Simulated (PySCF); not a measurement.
# Reading the logs of faulty runs: BGeH4O cation

Calculated results; nothing here was measured. The program is PySCF 2.14.0, an open-source quantum chemistry code, run on an isolated molecule that a program drew, which may never have been made. The molecule is BGeH4O cation (charge +1, singlet), drawn as the SMILES string `[BH+][O][GeH3]`.

Each row is a Hartree-Fock (HF) and frozen-core CCSD(T) single point in the cc-pVDZ basis, meant for a local HF minimum. Run 1 is clean. Each other run has one planted mistake out of seven kinds, and not every kind appears here: one electron removed, one electron added, multiplicity raised by two, geometry at a saddle point, minimal basis STO-3G, one bond length entered in bohr, all coordinates scaled. The reference is restricted for singlets and unrestricted otherwise, and also for a bond in bohr. Adding or removing an electron swaps singlet and doublet. Electrons count all cores. HOMO and LUMO are orbital energies over both spins, the gradient is its largest component, and the lowest frequency (negative if imaginary) is given only where the gradient is small. Bond lengths are over the 6 bonds as drawn. T1 is the CCSD diagnostic: over 0.02 (restricted) or 0.045 (unrestricted) a single reference is doubtful. Germanium has the cc-pVDZ-PP basis, with a core potential (ECP10MDF) in place of its 10 inner electrons, and its 3s, 3p and 3d shells are frozen in CCSD(T).

Geometry of the clean run:
```xyz
7
BGeH4O cation, angstrom
B    -1.0200   -0.8979    0.8084
O    -0.3627   -0.1679    0.1057
Ge    0.7183    1.0314   -1.0496
H    -1.6564   -1.6047    1.4888
H     1.9982    1.0398   -0.2517
H     0.6939    0.2213   -2.3217
H    -0.1492    2.2639   -0.9903
```

```
run,electrons,basis functions,<S^2>,HOMO (eV),LUMO (eV),gradient (hartree/bohr),lowest frequency (cm^-1),mean bond (Å),longest bond (Å),T1,HF (hartree),CCSD(T) (hartree),mistake
1,48,71,0.000,-18.45,-2.48,1.3e-05,138,1.4813,1.985,0.0168,-395.05773,-395.44134,no fault
2,48,71,0.880,-15.16,-4.30,9.8e-03,-,1.7049,2.850,0.0438,-394.95112,-395.31998,one bond length entered in bohr
3,49,71,0.760,-3.67,2.43,6.1e-02,-,1.4813,1.985,0.0228,-395.16946,-395.57915,?
4,48,71,0.000,-17.87,-2.95,6.5e-02,-,1.5983,2.142,0.0210,-395.02291,-395.42000,?
```

**Which mistake was planted in run 3, and what did it cost?**

It counts 49 electrons, one more than the clean run, at the same geometry and basis. So the mistake is: one electron added. Subtracting run 1 and multiplying by 627.51 kcal/mol a hartree, the energy moved by -70.1 kcal/mol in HF and -86.5 kcal/mol in CCSD(T).

**Which mistake was planted in run 4, and what did it cost?**

The mean and the longest bond both change by the same factor, 1.079, and the gradient is no longer small. So the mistake is: all coordinates scaled. Subtracting run 1 and multiplying by 627.51 kcal/mol a hartree, the energy moved by 21.8 kcal/mol in HF and 13.4 kcal/mol in CCSD(T).

Cautions from the logs. Run 4: T1 is over the limit, so its CCSD(T) energy is less reliable.
